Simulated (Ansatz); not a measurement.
The cluster MoO₂⁺ (the lowest doublet isomer of a short search). The state is a doublet with charge 1. Geometry PBE0-D4/def2-TZVP, basis def2-TZVP, Ansatz.

Cartesian coordinates in Å:
```
Mo -0.2304 -0.6200 0.0404
O 1.3319 -0.1513 -0.1590
O -1.1015 0.7712 0.1186
```

| run | HOMO (eV) | LUMO (eV) |
| --- | --- | --- |
| A | -12.65 | -12.07 |
| B | -12.44 | -11.64 |
| C | -12.51 | -11.75 |
| D | -12.93 | -11.64 |
| E | -13.91 | -10.73 |
| F | -16.58 | -8.17 |

In the def2 sets Mo takes a core potential; there is no spin–orbit coupling. LC-ωPBE has ω = 0.4 bohr⁻¹. The structure comes from a short search, and lower isomers may exist.

HOMO and LUMO are taken over both spins.

The runs used LC-ωPBE, LDA (SPW92), PBE, PBE0, r2SCAN, revPBE. Estimate which is which.

A LDA (SPW92) (0 % exact exchange); B revPBE (0 % exact exchange); C PBE (0 % exact exchange); D r2SCAN (0 % exact exchange); E PBE0 (25 % exact exchange); F LC-ωPBE (range-separated). Exact exchange lowers occupied and raises empty levels; among semilocal functionals meta-GGAs tend to open the gap a little, and such runs are hard to tell apart. The gap grows from 0.59 eV (LDA (SPW92)) to 8.41 eV (LC-ωPBE).
